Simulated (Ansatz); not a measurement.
The first iterations of a band of ClFH4N2Zr + H2 (11 atoms, charge 0, multiplicity 1).

Computed with Ansatz 0.2.0, RHF/def2-SVP.

```
movable images  : 9
climbing image  : yes
spring          : 5.0 eV/Å²
optimiser       : quadratic models (default)
start path      : through a guess of the saddle point
force threshold : 0.03 eV/Å
iteration limit : 60
end points      : relaxed
```

Initial state:

```xyz
11
Properties=species:S:1:pos:R:3
Zr 0.301 0.077 -0.199
Cl 0.348 0.237 2.212
F 2.080 -0.103 -0.891
N -0.577 1.745 -0.952
H -1.389 1.779 -1.543
H -0.260 2.689 -0.798
N -0.790 -1.510 -0.821
H -1.692 -1.782 -0.465
H -0.490 -2.207 -1.483
H -3.654 -0.534 2.054
H -2.989 -0.391 2.363
```

Final state:

```xyz
11
Properties=species:S:1:pos:R:3
Zr -0.565 -0.436 -0.088
Cl -0.342 1.583 2.889
F 1.205 -0.799 0.576
N -0.951 1.464 -0.723
H -1.304 1.740 -1.624
H -0.766 2.297 -0.191
N -0.967 -1.713 -1.616
H -1.805 -1.711 -2.174
H -0.386 -2.475 -1.927
H -1.838 -0.839 1.247
H -1.391 0.891 3.106
```

| iteration | highest image above the first end (eV) | largest band force component (eV/Å) |
| --- | --- | --- |
| 1 | 5.561 | 23.448 |
| 2 | 2.476 | 2.693 |
| 3 | 2.277 | 2.537 |
| 4 | 2.221 | 1.037 |
| 5 | 2.164 | 1.255 |
| 6 | 2.103 | 1.633 |
| 7 | 2.026 | 1.189 |
| 8 | 2.079 | 0.845 |
| 9 | 2.046 | 0.634 |
| 10 | 2.093 | 0.901 |

Does the band converge within its limit, and where does its top end?

The run converged. It ended after 31 iterations with the highest image 2.108 eV above the first end. A vibrational analysis at the climbing image gives one clearly imaginary mode, 970i cm⁻¹: a first-order saddle point. The orbitals stay closed-shell, which can raise the energy where a bond breaks towards radicals; this wasn't checked here.

Run time: 9.9 min on 2 threads of Intel(R) Xeon(R) Platinum 8488C (Sapphire Rapids), on a shared host, peak memory 0.3 GiB.
